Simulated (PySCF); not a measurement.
Sn(H)2(Et)(OH) (C₂H₈OSn), SMILES [OH][SnH2][CH2]C.

Geometry: B3LYP-D3(BJ)/def2-SVP. The structure was generated by enumeration; whether it is a known compound was not checked. The def2 effective core potentials stand for the cores of Sn; spin–orbit coupling is left out. Other conformers were not sampled.

Method: TDA-PBE/def2-SVPD (PySCF).

Vertical excitations. Isolated molecule, no solvent.

```csv
state,energy (eV),λ (nm),f,main pairs
S1,5.48,226,0.013,HOMO→LUMO 96 %
S2,5.76,215,0.004,HOMO−1→LUMO 99 %
S3,6.00,207,0.022,HOMO→LUMO+1 92 %
S4,6.22,199,0.002,HOMO→LUMO+2 99 %
S5,6.60,188,0.030,"HOMO−1→LUMO+2 74 %, HOMO−1→LUMO+1 24 %"
S6,6.79,183,0.051,"HOMO−2→LUMO 58 %, HOMO−2→LUMO+1 13 %, HOMO→LUMO+3 13 %"
S7,6.84,181,0.011,HOMO→LUMO+3 82 %
S8,6.90,180,0.171,"HOMO−1→LUMO+1 44 %, HOMO→LUMO+4 17 %, HOMO−1→LUMO+2 17 %"
S9,7.03,176,0.023,"HOMO−3→LUMO 71 %, HOMO−2→LUMO+1 17 %"
S10,7.04,176,0.056,"HOMO−2→LUMO+1 45 %, HOMO−3→LUMO 17 %, HOMO→LUMO+4 17 %, HOMO−1→LUMO+1 7 %"
T1,5.05,246,0,HOMO→LUMO 98 %
T2,5.52,225,0,HOMO−1→LUMO 98 %
T3,5.68,218,0,HOMO→LUMO+1 93 %
T4,5.82,213,0,HOMO−1→LUMO+1 92 %
```
Triplets are in the Tamm–Dancoff approximation.
